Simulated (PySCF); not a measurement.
PySCF input file for Co(OH)3 (CoH3O3), SMILES [OH][Co]([OH])[OH] (connectivity only; charge and spin as stated), neutral, multiplicity 5, IEF-PCM-ωB97X/def2-SVP. Coordinates come from a PBE-D3(BJ)/def2-SVP optimisation. The spin state was assumed, not searched. One conformer was computed; it need not be the lowest.

```python
import numpy as np
from pyscf import gto, scf, dft
from pyscf.solvent import pcm

mol = gto.M(
    atom='''
    Co    0.00776009    0.00303009    0.00000000
    O     1.16922468   -1.35298940    0.00000000
    H     0.84058087   -2.27217021   -0.00000000
    O     0.72948237    1.63522193   -0.00000000
    H     0.09239675    2.37753982    0.00000001
    O    -1.76057297   -0.17790443    0.00000000
    H    -2.24757280   -1.02180684   -0.00000000
    ''',
    basis='def2-SVP',
    charge=0,
    spin=4,
    max_memory=1600,
    verbose=3,
)
mf = dft.UKS(mol, xc='wb97x').density_fit(auxbasis='def2-universal-jkfit')
mf.grids.level = 3
mf.conv_tol = 1e-9
mf.max_cycle = 100
mf.kernel()
fine, coarse = mf.grids, dft.Grids(mol).set(level=1).build(with_non0tab=True)
for _ in range(3):  # follow internal instabilities
    mf.grids = coarse
    mo, _, stable, _ = mf.stability(return_status=True, nroots=4)
    mf.grids = fine
    if stable:
        break
    mf.kernel(mf.make_rdm1(mo, mf.mo_occ))
res = {}
for name, eps in {'water': 78.355, 'cyclohexanone': 15.619, 'chloroform': 4.7113}.items():
    s = mf.PCM()
    s.with_solvent.method, s.with_solvent.eps, s.with_solvent.lebedev_order = 'IEF-PCM', eps, 29
    s.kernel(mf.make_rdm1())
    res[name] = (s.e_tot, eps, s.dip_moment(), s.mo_energy, s.converged)
    print(f'{name}: electrostatic solvation free energy {(s.e_tot - mf.e_tot) * 627.509474:.3f} kcal/mol')
```

Output:

```

WARN: HOMO 0.287862354439635 >= LUMO 0.0997385031075932


WARN: HOMO -0.734052282197641 >= LUMO -0.942375489869171


WARN: HOMO -0.698232733090804 >= LUMO -0.701018742338975


WARN: HOMO -0.234998806683711 >= LUMO -0.378478184432353

converged SCF energy = -1609.85272786833  <S^2> = 6.0143097  2S+1 = 5.0057206
<class 'pyscf.df.df_jk.DFUKS'> wavefunction is stable in the internal stability analysis

WARN: PCM is an experimental feature. It is still in testing.
Features and APIs may be changed in the future.

converged SCF energy = -1609.86998313042  <S^2> = 6.0139203  2S+1 = 5.005565
Dipole moment(X, Y, Z, Debye): -3.04714, -2.11729,  0.00000
water: electrostatic solvation free energy -10.828 kcal/mol

WARN: PCM is an experimental feature. It is still in testing.
Features and APIs may be changed in the future.

converged SCF energy = -1609.86849066734  <S^2> = 6.0139507  2S+1 = 5.0055772
Dipole moment(X, Y, Z, Debye): -2.99020, -2.07349,  0.00000
cyclohexanone: electrostatic solvation free energy -9.891 kcal/mol

WARN: PCM is an experimental feature. It is still in testing.
Features and APIs may be changed in the future.

converged SCF energy = -1609.86474138668  <S^2> = 6.0140303  2S+1 = 5.005609
Dipole moment(X, Y, Z, Debye): -2.85236, -1.96858,  0.00000
chloroform: electrostatic solvation free energy -7.539 kcal/mol
```

The calculation finished and met its thresholds.

Cost: very roughly 70 core-seconds.
